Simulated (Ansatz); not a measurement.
```yaml
crystal:
  periodic: [false, false, false]
  atoms:
    - {symbol: F, position_ang: [0.474698, -1.036777, 1.592376]}
    - {symbol: C, position_ang: [0.686890, -0.623588, 0.329230]}
    - {symbol: F, position_ang: [0.714481, -1.780749, -0.368067]}
    - {symbol: F, position_ang: [1.886641, -0.194491, 0.237985]}
    - {symbol: Ge, position_ang: [-0.642715, 0.680297, -0.344996]}
    - {symbol: H, position_ang: [-0.589004, 1.953835, 0.561450]}
    - {symbol: H, position_ang: [-0.369264, 1.029042, -1.799384]}
    - {symbol: H, position_ang: [-2.050028, -0.021238, -0.233913]}
basis:
  gaussian: {orbitals: def2-SVP, final_grid: {core_spheres: 20, valence_spheres: 16, degree: 47}, nuclear_model: gaussian}
magnetization: {spin_polarized: true, initial_magnetization: 8}
hamiltonian: {xc: {name: B97M-V}}
```

```sh
$ ansatz run in.yaml --threads 4 --pin off --events-out ev --progress --plain --max-ram 10444MiB
```

Output, abridged:

```
Functional definition: B97M-V
1127 factors; their error is unknown
mean field evaluation 1: about -65674.9860 eV, gradient 4.5e1 eV
mean field evaluation 2: about -65578.1429 eV, gradient 1.2e2 eV
mean field evaluation 4: about -65690.4085 eV, gradient 2.0e1 eV
mean field evaluation 8: about -65691.9193 eV, gradient 6.5e0 eV
mean field evaluation 16: about -65692.0129 eV, gradient 1.1e-1 eV
mean field evaluation 32: about -65692.0130 eV, gradient 5.8e-5 eV
mean field -65692.01300520 eV, -2414.1369502955 hartree, gradient 1.0e-6 eV, S^2 20.007690; 10 other end points of the search recorded, 0 dependent functions left out
reference -65692.01305489 eV, -2414.1369521216 hartree; 38, 30 occupied and 65, 73 virtual orbitals, 1127 factors
Total energy: -65692.01305489 eV, -2414.1369521216 hartree
```

Problem. Something in this input is off. What?

Solution. The spin is set far too high for this molecule. The calculation finished and met its thresholds. The result belongs to that input, not to the molecule as meant.
